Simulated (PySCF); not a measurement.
ClH3O3Ti, multiplicity 1. Atoms are numbered in the order given.

```xyz
8

Ti     0.0000     0.0000     0.3134
Cl     0.0000     0.0000    -1.9168
O     -1.6294     0.3917     0.9075
H     -1.9900     1.1950     1.3035
O      1.1539     1.2153     0.9075
H      2.0299     1.1259     1.3035
O      0.4755    -1.6069     0.9075
H     -0.0399    -2.3209     1.3035
```

Coordinates come from a r2SCAN-D4/def2-SVP optimisation. The multiplicity is an assumed one; no other spin state was optimised. The structure was generated by enumeration; whether it is a known compound was not checked. The values are those of a single conformer.

These are ωB97X/def2-TZVP in PySCF values and carry that method's errors.

Isolated molecule, no solvent.

Computed frontier levels, gap, dipole moment and polarisability:
```
Quantity                                                                                                       Result
---------------------------------------------------------------------------------------------  ----------------------
highest occupied level                                                                                      -11.05 eV
lowest empty level                                                                                            0.37 eV
orbital gap                                                                                                  11.41 eV
dipole moment                                                                                                  3.72 D
quadrupole, principal values (traceless, Buckingham form, about the centre of nuclear charge)   -5.01, 2.50, 2.50 D·Å
mean static polarisability                                                                       56.6 bohr³ (8.39 Å³)
polarisability, principal values                                                               53.1, 53.1, 63.6 bohr³
```
